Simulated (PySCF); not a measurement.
**Removing an electron from `C=C[Se]CCC`**

Species: C5H10Se.
Geometry (PBE0-D3(BJ)/def2-SVP, Å), atoms numbered from 1 in this order:
```
atom  x, y, z in Å
C1     2.9141    0.1826    1.9059
C2     1.6312   -0.1342    1.7166
Se3    1.0347   -1.6716    0.7909
C4    -0.6931   -0.9624    0.2250
C5    -0.6113    0.0932   -0.8638
C6    -1.9820    0.6063   -1.2801
H7     3.1890    1.0434    2.5218
H8     3.7287   -0.4022    1.4686
H9     0.8298    0.4707    2.1585
H10   -1.2605   -1.8444   -0.1133
H11   -1.2025   -0.5791    1.1243
H12    0.0133    0.9302   -0.5081
H13   -0.0803   -0.3291   -1.7330
H14   -2.6148   -0.2075   -1.6695
H15   -2.5162    1.0625   -0.4310
H16   -1.8994    1.3692   -2.0690
```

Level: CAM-B3LYP/def2-SVPD (PySCF). Frontier orbitals with their largest atomic shares (Löwdin; up to four atoms above 4 %):

| orbital | ε (eV) | main atoms |
| --- | --- | --- |
| HOMO−3 | -10.80 | C5 17 %, C4 16 %, Se3 13 %, C6 10 % |
| HOMO−2 | -10.21 | Se3 30 %, C2 29 %, C1 18 %, C4 5 % |
| HOMO−1 | -9.66 | Se3 38 %, C2 21 %, C4 13 %, C1 13 % |
| HOMO | -7.24 | ? |
| LUMO | 0.81 | Se3 44 %, C2 14 %, C1 14 %, C4 6 % |
| LUMO+1 | 1.06 | Se3 39 %, C2 18 %, C1 14 %, H8 6 % |
| LUMO+2 | 1.32 | Se3 62 %, C2 7 %, C1 5 %, H9 5 % |

Problem. What vertical ionisation energy does ΔSCF give, and how far is −ε(HOMO) from it?

Solution. ΔSCF: 8.03 eV (775 kJ/mol; threshold wavelength 154 nm); ⟨S²⟩ of the doublet left behind is 0.769, against 0.75 for a pure doublet. −ε(HOMO) is 7.24 eV, 0.79 eV below it. In exact Kohn–Sham theory the two would be equal; CAM-B3LYP (range-separated hybrid) falls short of its own ΔSCF value by 10 %.

Problem. On which atoms does the HOMO lie?

Solution. Se3 (selenium bonded to 2 C) 58 %, C1 (terminal =CH2 carbon) 14 %, C2 (alkene CH carbon) 14 %, C4 (sp3 carbon bound to selenium) 7 %, so more than half of it is on one atom. The HOMO−1 lies 2.42 eV lower.

Problem. With α = 93.2 au, estimate the like-pair dispersion coefficient by London's formula C6 = (3/4)α²I.

Solution. I = 0.2952 Eh, so C6 ≈ 1920 au, a rough estimate.

Problem. What total energies stand behind the ΔSCF value?

Solution. E(N) = -2597.65105 Eh and E(N − 1) = -2597.35583 Eh at the same geometry, 0.29522 Eh apart.

Problem. Shift the occupied levels rigidly so that −ε(HOMO) equals the ΔSCF value. What binding energies result?

Solution. The shift is +0.79 eV: HOMO 8.03, HOMO−1 10.45, HOMO−2 11.00, HOMO−3 11.59 eV. A rigid shift is only a rough guide to the deeper ionisations.

Isolated species at its PBE0-D3(BJ)/def2-SVP geometry (one conformer only). The calculation is non-relativistic, for selenium too.
